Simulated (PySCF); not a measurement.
**Correlation energy of Ne²⁺ (neon, charge +2)**

[He] 2s2 2p4, high-spin 3P determinant. Computed with PySCF 2.14 in aug-cc-pVDZ-DK (4s3p2d, 23 functions), with the spin-free X2C one-electron Hamiltonian (Gaussian nucleus). Frozen: 1s2; 6 electrons correlated.

MP2 pair energies summed by pair of shells (mhartree):

```tsv
pair	energy	share (%)
2p-2p	-45.78	46.9
2s-2p	-44.68	45.8
2s-2s	-7.20	7.4
```

Total MP2 correlation energy: -97.66 mhartree.

Same-spin part -23.19 and opposite-spin part -74.47 mhartree; SCS-MP2 scales them by 1/3 and 6/5 to -97.10 mhartree.

| level | correlation energy (mhartree) |
| --- | --- |
| CCSD | -111.05 |
| (T) | -0.87 |
| CCSD(T) | -111.92 |

Diagnostics: T1 = 0.0036, D1 = 0.0060, largest double amplitude 0.025.

Cost of the coupled-cluster step: 0.13 s of wall time on 1 thread of Neoverse-V2 (shared host), for 6 correlated electrons.
